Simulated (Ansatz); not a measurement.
Isolated molecules relaxed with PBE0-D4/def2-TZVP in Ansatz; ΔE leaves out vibrations. CCSD(T)/CBS adds triple-zeta CCSD(T) − MP2 to the extrapolated MP2 energy (def2 sets, frozen cores). This one scheme is used for every species. DFT in def2-TZVPP. B3LYP here is the variant with VWN-RPA as its local correlation; programs differ in this. For Ti outer-core shells are correlated without core-valence functions, which leaves a few kJ/mol of doubt a bond. Scalar relativity is left out up to krypton. Each species was taken in one conformer, which may not be the lowest.

Consider the ligand exchange at a Ti–C bond: `[CH3][Ti]([OH])([Cl])[Cl]` + CH₃SH → `C[S][Ti]([OH])([Cl])[Cl]` + CH₄.

`[CH3][Ti]([OH])([Cl])[Cl]`:

Z-matrix (Å, degrees):
```
C
Ti 1 2.035
H 1 1.094 2 108.7
H 1 1.094 2 108.7 3 119.6
H 1 1.093 2 109.1 3 -120.2
O 2 1.753 1 105.0 3 -59.8
Cl 2 2.196 1 105.9 3 59.9
Cl 2 2.196 1 105.9 3 -179.7
H 6 0.956 2 152.5 1 -179.1
```

CH₃SH:

Cartesian coordinates in Å:
```
C 0.153 -0.439 0.160
S -0.800 0.683 -0.887
H 1.224 -0.296 0.028
H -0.105 -1.447 -0.162
H -0.116 -0.330 1.210
H -0.356 1.829 -0.350
```

`C[S][Ti]([OH])([Cl])[Cl]`:

Cartesian coordinates in Å:
```
C -1.805 -0.587 -0.446
S -1.014 0.978 0.037
Ti 1.108 0.267 0.243
O 2.005 1.675 0.740
Cl 1.140 -1.348 1.735
Cl 1.764 -0.531 -1.699
H -1.317 -1.018 -1.320
H -1.782 -1.295 0.382
H -2.841 -0.355 -0.696
H 2.742 2.213 1.026
```

CH₄:

Z-matrix (Å, degrees):
```
C
H 1 1.090
H 1 1.090 2 109.5
H 1 1.090 2 109.5 3 -120.0
H 1 1.090 2 109.5 3 120.0
```

Is it downhill or uphill in electronic energy at CCSD(T)/CBS, and by how much? (Estimate.)

Ansatz gave: Downhill: ΔE = -128.5 kJ/mol.

What do these levels give: r2SCAN-D4, ωB97X-V, B2PLYP, r2SCAN, B3LYP, HF/def2-TZVPP, MP2/def2-TZVPP, CCSD/def2-TZVPP, CCSD(T)/def2-TZVPP, HF/def2-QZVPP, HF/CBS(def2), CCSD/CBS(def2)? (Estimate.)

Computed: r2SCAN-D4 -138.4, ωB97X-V -118.5, B2PLYP -139.3, r2SCAN -136.9, B3LYP -124.4, HF/def2-TZVPP -97.8, MP2/def2-TZVPP -145.4, CCSD/def2-TZVPP -112.5, CCSD(T)/def2-TZVPP -130.6, HF/def2-QZVPP -97.0, HF/CBS(def2) -96.8, CCSD/CBS(def2) -110.3 kJ/mol.

Largest T1 diagnostic among the species: 0.025, so the coupled-cluster value is less sure than usual.

The D4 term adds −9.4 kJ/mol with B3LYP and −5.3 kJ/mol with PBE0; it sums over pairs of atoms, weighted by their polarisabilities, and B3LYP, whose exchange is more repulsive, gets the larger term. From PBE to PBE0 (25 % exact exchange), in def2-TZVPP and without D4, ΔE moves by +9.4 kJ/mol.
